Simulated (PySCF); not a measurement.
C2H6N, charge -1, singlet, geometry from GFN2-xTB; MP2/def2-SVP run with PySCF.

Input for PySCF:
```python
from pyscf import gto, scf, mp

mol = gto.Mole()
mol.atom = '''
    C     1.191191   -0.382927    0.007172
    C    -0.131227    0.521680    0.020645
    N    -1.347911   -0.107551    0.083890
    H     2.099467    0.229158    0.017145
    H     1.194065   -1.037068    0.879195
    H     1.200633   -1.006310   -0.888497
    H     0.068229    1.238652   -0.896924
    H    -0.027302    1.178907    0.908696
    H    -1.459500   -0.683001   -0.773743
'''
mol.basis = 'def2-svp'
mol.charge = -1
mol.spin = 0
mol.verbose = 4
mol.build()

mf = scf.RHF(mol)
mf.kernel()

pt = mp.MP2(mf, frozen=3)
pt.kernel()
print('E(MP2) = %.10f' % pt.e_tot)
```

The log (banner, timings and long lists left out):

```
PySCF version 2.14.0

[INPUT] verbose = 4
[INPUT] num. atoms = 9
[INPUT] num. electrons = 26
[INPUT] charge = -1
[INPUT] spin (= nelec alpha-beta = 2S) = 0
[INPUT] symmetry False subgroup None
[INPUT] Mole.unit = angstrom
[INPUT] Symbol           X                Y                Z      unit          X                Y                Z       unit  Magmom
[INPUT]  1 C      1.191191000000  -0.382927000000   0.007172000000 AA    2.251024752047  -0.723627155701   0.013553115765 Bohr   0.0
[INPUT]  2 C     -0.131227000000   0.521680000000   0.020645000000 AA   -0.247983090148   0.985832324663   0.039013395842 Bohr   0.0
[INPUT]  3 N     -1.347911000000  -0.107551000000   0.083890000000 AA   -2.547182630289  -0.203241934423   0.158529124590 Bohr   0.0
[INPUT]  4 H      2.099467000000   0.229158000000   0.017145000000 AA    3.967417637562   0.433045859253   0.032399354406 Bohr   0.0
[INPUT]  5 H      1.194065000000  -1.037068000000   0.879195000000 AA    2.256455824929  -1.959774492550   1.661437760087 Bohr   0.0
[INPUT]  6 H      1.200633000000  -1.006310000000  -0.888497000000 AA    2.268867546115  -1.901650296411  -1.679015992498 Bohr   0.0
[INPUT]  7 H      0.068229000000   1.238652000000  -0.896924000000 AA    0.128934123753   2.340713043645  -1.694940714549 Bohr   0.0
[INPUT]  8 H     -0.027302000000   1.178907000000   0.908696000000 AA   -0.051593302653   2.227811356333   1.717186570488 Bohr   0.0
[INPUT]  9 H     -1.459500000000  -0.683001000000  -0.773743000000 AA   -2.758055278803  -1.290684832804  -1.462162360799 Bohr   0.0

nuclear repulsion = 75.0694186820111
number of shells = 36
number of NR pGTOs = 114
number of NR cGTOs = 72
basis = def2-svp
ecp = {}

******** <class 'pyscf.scf.hf.RHF'> ********
method = RHF
initial guess = minao
damping factor = 0
level_shift factor = 0
DIIS = <class 'pyscf.scf.diis.CDIIS'>
diis_start_cycle = 1
diis_space = 8
diis_damp = 0
SCF conv_tol = 1e-09
SCF conv_tol_grad = None
SCF max_cycles = 50
direct_scf = True
direct_scf_tol = 1e-13
Set gradient conv threshold to 3.16228e-05
Initial guess from minao.
init E= -133.54627188907
  HOMO = -0.191361264181339  LUMO = 0.128727389400799  gap/eV = 8.71006
cycle= 1 E= -133.38524943713  delta_E= 0.161  |g|= 0.537  |ddm|= 2.76
  HOMO = 0.0761770927206227  LUMO = 0.34969229028355  gap/eV = 7.44273
cycle= 2 E= -133.43933771166  delta_E= -0.0541  |g|= 0.308  |ddm|= 1.49
  HOMO = -0.0292588115078205  LUMO = 0.357144670267319  gap/eV = 10.51457
cycle= 3 E= -133.461323390348  delta_E= -0.022  |g|= 0.046  |ddm|= 0.59
  HOMO = -0.0288681821872592  LUMO = 0.358860803099566  gap/eV = 10.55064
cycle= 4 E= -133.462081508095  delta_E= -0.000758  |g|= 0.00791  |ddm|= 0.0749
  HOMO = -0.0285689428067712  LUMO = 0.359200743864974  gap/eV = 10.55175
cycle= 5 E= -133.462110401776  delta_E= -2.89e-05  |g|= 0.0027  |ddm|= 0.0241
  HOMO = -0.0288016389272112  LUMO = 0.358902823933142  gap/eV = 10.54998
cycle= 6 E= -133.462113844958  delta_E= -3.44e-06  |g|= 0.000746  |ddm|= 0.0121
  HOMO = -0.0287800828486455  LUMO = 0.358945336149444  gap/eV = 10.55055
cycle= 7 E= -133.462114236422  delta_E= -3.91e-07  |g|= 0.000179  |ddm|= 0.00488
  HOMO = -0.0288321980019557  LUMO = 0.358942714243675  gap/eV = 10.55189
cycle= 8 E= -133.462114262934  delta_E= -2.65e-08  |g|= 5.86e-05  |ddm|= 0.00137
  HOMO = -0.0288272582453679  LUMO = 0.358941798807061  gap/eV = 10.55173
cycle= 9 E= -133.462114265171  delta_E= -2.24e-09  |g|= 1.91e-05  |ddm|= 0.000295
  HOMO = -0.0288286402664442  LUMO = 0.358941395455828  gap/eV = 10.55176
cycle= 10 E= -133.462114265495  delta_E= -3.24e-10  |g|= 6.24e-06  |ddm|= 0.00012
  HOMO = -0.0288279834751703  LUMO = 0.358941415279382  gap/eV = 10.55174
Extra cycle  E= -133.462114265527  delta_E= -3.15e-11  |g|= 3.06e-06  |ddm|= 2.59e-05
converged SCF energy = -133.462114265527

******** <class 'pyscf.mp.mp2.RMP2'> ********
nocc = 10, nmo = 69
frozen orbitals 3
E(RMP2) = -133.937143576196  E_corr = -0.475029310669474
E(SCS-RMP2) = -133.936142335845  E_corr = -0.474028070318044
E_corr(same-spin) = -0.110777425944606
E_corr(oppo-spin) = -0.364251884724868
E(MP2) = -133.9371435762
```
